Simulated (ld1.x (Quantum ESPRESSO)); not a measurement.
Which change was made? (Ba, TM)

barium, norm-conserving Troullier–Martins (Kleinman–Bylander form), made with ld1.x (Quantum ESPRESSO) 7.5 (Wu–Cohen, scalar-relativistic). Core [Kr] 4d10, reference 5s2 5p6 5d0 6s1.5 6p0 (charge +0.5). Waves: 5s (bound): rc 2.60 bohr; 5d (bound, empty): rc 2.35 bohr; 5p (bound): rc 2.30 bohr. Local part: the p channel. Core correction: none.

Occupied shells without a wave of their own: 6s. They enter only through the test configuration that unscreens the potential.

Cutoffs, loose and tight: the cutoffs (Ry, on a coarse ladder) from which the occupation-weighted sum of valence levels, in a spherical-Bessel basis at the reference potential, stays within 10 and 1 mRy of its value at 400 Ry. They do not see the model core or the augmentation charge, which bear on the density cutoff. Test errors are all-electron minus pseudo excitation energies from the reference, over the configurations 5s2 5p6 5d0 6s2 6p0; 5s2 5p6 5d0 6s1 6p0; 5s2 5p6 5d0 6s0 6p0; 5s1 5p6 5d0 6s2 6p0; 5s2 5p6 5d1 6s0 6p0; 5s2 5p6 5d1 6s1 6p0; 5s2 5p6 5d0.5 6s1.5 6p0; variants that change the core or the reference have their own tests.

The base gives: outcome: generated, misses its reference levels by 1.09 eV; cutoff, loose: 25 Ry; cutoff, tight: 40 Ry; bound ghosts: none; largest test error (meV): -2712.

(1) After one change the result is: outcome: generated, misses its reference levels by 0.40 eV; cutoff, loose: 15 Ry; cutoff, tight: 21 Ry; bound ghosts: none; largest test error (meV): -1029. Which change was it?
A. all radii scaled by about 1.04 (s 2.70, p 2.38, d 2.44 bohr)
B. all radii scaled by about 1.18 (s 3.06, p 2.72, d 2.78 bohr)
C. all radii scaled by about 0.93 (s 2.42, p 2.14, d 2.20 bohr)
D. all radii scaled by about 1.39 (s 3.62, p 3.20, d 3.28 bohr)
E. all radii scaled by about 0.76 (s 1.96, p 1.74, d 1.78 bohr)

Answers

(1) B. The others give: all radii scaled by about 0.93 (s 2.42, p 2.14, d 2.20 bohr) → outcome: generated, misses its reference levels by 0.37 eV; cutoff, loose: 30 Ry; cutoff, tight: 45 Ry; bound ghosts: none; largest test error (meV): -918 | all radii scaled by about 1.04 (s 2.70, p 2.38, d 2.44 bohr) → outcome: generated, misses its reference levels by 1.06 eV; cutoff, loose: 21 Ry; cutoff, tight: 35 Ry; bound ghosts: none; largest test error (meV): +2419 | all radii scaled by about 0.76 (s 1.96, p 1.74, d 1.78 bohr) → outcome: generated; cutoff, loose: 40 Ry; cutoff, tight: 70 Ry; bound ghosts: none; largest test error (meV): -303 | all radii scaled by about 1.39 (s 3.62, p 3.20, d 3.28 bohr) → outcome: generated, misses its reference levels by 0.90 eV; cutoff, loose: 10 Ry; cutoff, tight: 15 Ry; bound ghosts: none; largest test error (meV): -2269.
